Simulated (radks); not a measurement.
Values are calculated unless marked as measured or tabulated.
Effect of the nuclear size on the iridium ion Ir2+, [Xe] 4f14 5d7. Level of theory: Dirac Kohn-Sham, LDA (Slater exchange, Perdew-Wang correlation), spin-unpolarised, spherical densities, finite nucleus; open shells are shared between the two j in proportion to 2j + 1; Fermi nuclear charge, rms radius 5.4032 fm (a radial shooting solver on a logarithmic mesh with Libxc functionals). The rms radius is varied about that value; shifts are against it.

| rms radius (fm) | total energy shift (eV) | density at nucleus (e/bohr^3) | 1s1/2 shift (meV) | 2s1/2 shift (meV) | 5s1/2 shift (meV) | 5p1/2 shift (meV) | 5d5/2 shift (meV) | 6s1/2 (empty) shift (meV) | 6p1/2 (empty) shift (meV) |
|---|---|---|---|---|---|---|---|---|---|
| 4.7332 | -18.5 | 1.906e+06 | -7440 | -1080 | -11.7 | -0.167 | 0.110 | -1.58 | -0.072 |
| 4.9061 | -13.8 | 1.88e+06 | -5580 | -808 | -8.76 | -0.126 | 0.083 | -1.18 | -0.054 |
| 5.4032 | 0 | 1.813e+06 | 0.000 | 0.000 | 0.000 | 0.000 | 0.000 | 0.000 | 0.000 |
| 5.8517 | 13.2 | 1.759e+06 | 5320 | 770 | 8.35 | 0.121 | -0.079 | 1.13 | 0.052 |
| 6.003 | 17.8 | 1.742e+06 | 7170 | 1040 | 11.3 | 0.163 | -0.107 | 1.52 | 0.070 |

Slopes of the eigenvalues against <r^2> in GHz/fm^2, as finite differences over the two radii next to the reference (eigenvalue slopes, not the field-shift constants of lines): 1s1/2 259000, 2s1/2 37500, 5s1/2 407, 5p1/2 5.85, 5d5/2 -3.85, 6s1/2 (empty) 55.0, 6p1/2 (empty) 2.53.
